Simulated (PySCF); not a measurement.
**2-bromophenol, C6H5BrO**

Molfile (atoms numbered from 1):
```
C6H5BrO
     RDKit          3D

 13 13  0  0  0  0  0  0  0  0999 V2000
    2.3972   -0.6765   -0.6324 O   0  0  0  0  0  0  0  0  0  0  0  0
    1.1481   -0.2885   -0.2916 C   0  0  0  0  0  0  0  0  0  0  0  0
    0.0511   -1.0559   -0.7376 C   0  0  0  0  0  0  0  0  0  0  0  0
   -1.2587   -0.6867   -0.4088 C   0  0  0  0  0  0  0  0  0  0  0  0
   -1.5073    0.4560    0.3722 C   0  0  0  0  0  0  0  0  0  0  0  0
   -0.4300    1.2325    0.8275 C   0  0  0  0  0  0  0  0  0  0  0  0
    0.8782    0.8576    0.4950 C   0  0  0  0  0  0  0  0  0  0  0  0
    2.3758    1.8896    1.0960 Br  0  0  0  0  0  0  0  0  0  0  0  0
    3.0322   -0.0295   -0.2323 H   0  0  0  0  0  0  0  0  0  0  0  0
    0.2641   -1.9476   -1.3481 H   0  0  0  0  0  0  0  0  0  0  0  0
   -2.0992   -1.3019   -0.7695 H   0  0  0  0  0  0  0  0  0  0  0  0
   -2.5379    0.7474    0.6301 H   0  0  0  0  0  0  0  0  0  0  0  0
   -0.5994    2.1310    1.4408 H   0  0  0  0  0  0  0  0  0  0  0  0
  1  2  1  0
  2  3  2  0
  3  4  1  0
  4  5  2  0
  5  6  1  0
  6  7  2  0
  7  8  1  0
  7  2  1  0
  1  9  1  0
  3 10  1  0
  4 11  1  0
  5 12  1  0
  6 13  1  0
M  END
```

Method: UKS PBE/def2-SV(P) four-point reorganisation energy, gas phase (PySCF). Geometry: PBE/def2-SV(P).

The calculation is non-relativistic, which matters for the atoms heavier than Zn.

**Question.** What is the inner reorganisation energy for hole transfer, with the ionisation energy?

**Answer.** λ = 0.140 (surface of the oxidised species) + 0.147 (surface of the starting species) = 0.287 eV. The ionisation energy is 8.27 eV vertical and 8.13 eV adiabatic without zero-point energy; at the relaxed geometry of the oxidised species the two energies differ by 7.98 eV. Largest bond changes: C7–Br8 1.915 → 1.867 Å, C7–C2 1.416 → 1.463 Å, O1–C2 1.352 → 1.312 Å, C4–C5 1.406 → 1.434 Å, C2–C3 1.411 → 1.430 Å. ⟨S²⟩ of the relaxed oxidised species 0.755.
